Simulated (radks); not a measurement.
Species: S III. Configuration: [He] 2s2 2p5 3s2 3p2 4p1 (not the ground configuration). Calculated with a radial shooting solver on a logarithmic mesh with Libxc functionals: scalar-relativistic Kohn-Sham, PBE, spin-unpolarised, spherical densities, finite nucleus; Fermi nuclear charge, rms radius 3.2611 fm.

Normalised radial functions P(r) = r R(r), r in bohr:

```
   r/bohr * 1s (the largest magnitude, 2.89, reaches the edge; | marks zero)
  0.00691 |              *
 0.007917 |                *
 0.008998 |                  *
  0.01031 |                    *
  0.01172 |                      *
  0.01342 |                         *
  0.01526 |                            *
  0.01748 |                               *
  0.01987 |                                  *
  0.02276 |                                     *
  0.02587 |                                        *
  0.02964 |                                           *
  0.03368 |                                              *
  0.03859 |                                                 *
  0.04386 |                                                   *
  0.05025 |                                                     *
  0.05757 |                                                      *
  0.06543 |                                                      *
  0.07497 |                                                     *
   0.0852 |                                                   *
  0.09761 |                                                 *
   0.1109 |                                             *
   0.1271 |                                        *
   0.1445 |                                  *
   0.1655 |                            *
   0.1881 |                       *
   0.2155 |                 *
   0.2449 |            *
   0.2806 |        *
   0.3189 |     *
   0.3654 |  *
   0.4153 | *
   0.4758 |*
   0.5408 *
   0.6196 *
   0.7042 *
   0.8068 *
   0.9243 *
    1.051 *
    1.204 *
    1.368 *
    1.567 *
    1.781 *
    2.041 *
    2.319 *
    2.657 *
     3.02 *
     3.46 *
    3.933 *
    4.505 *
    5.121 *
    5.867 *
    6.668 *
    7.639 *
    8.682 *
    9.947 *
    11.31 *
    12.95 *
```

1s: eigenvalue -2478.5 eV, 0 radial nodes, <r> = 0.0968 bohr, 90 % of the charge inside 0.173 bohr.
